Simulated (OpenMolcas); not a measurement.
## Ionisation energies of calcium

```yaml
Program: OpenMolcas 26.06
Basis: ANO-RCC-VTZP [6s5p2d1f]
Scalar_Hamiltonian: DKH2, point nucleus
Spin-orbit_coupling: state interaction with AMFI integrals over the reference wave functions, term energies averaged over their components
```

Active shells in each charge state: the valence s, p shells, with orbitals averaged over the low states. Where CASPT2's correlated closed shells are named, they are those of the first ion.

A. CASSCF
B. SS-CASPT2, IPEA 0.25 Eh, imaginary shift 0.1 Eh (closed shells correlated: 3s 3p)
C. SS-CASPT2, IPEA 0.25 Eh, imaginary shift 0.1 Eh (closed shells correlated: none)
D. SS-CASPT2, IPEA 0.25 Eh, imaginary shift 0.1 Eh (closed shells correlated: 2s 2p 3s 3p)
E. SS-CASPT2, IPEA 0 Eh, imaginary shift 0.1 Eh (closed shells correlated: 3s 3p)

Energies in eV between the lowest computed levels, named as in B; reference values from the NIST Atomic Spectra Database with their kind.

```csv
From,To,A,B,C,D,E,Spin-orbit share in B,Reference
Ca 4s2 1S0,Ca+ 4s 2S 1/2,5.864,5.993,5.890,5.994,5.992,+0.000,6.113 (measured)
Ca+ 4s 2S 1/2,Ca2+ 3p6 1S0,11.352,11.729,11.352,11.731,11.753,+0.000,11.872 (measured)
```

Error against the reference values, in %:

```tsv
From	Reference	A	B	C	D	E
Ca	measured	-4.1	-2.0	-3.6	-1.9	-2.0
Ca+	measured	-4.4	-1.2	-4.4	-1.2	-1.0
```

Mean absolute error over the 2 measured values: A 0.38 eV, B 0.13 eV, C 0.37 eV, D 0.13 eV, E 0.12 eV.
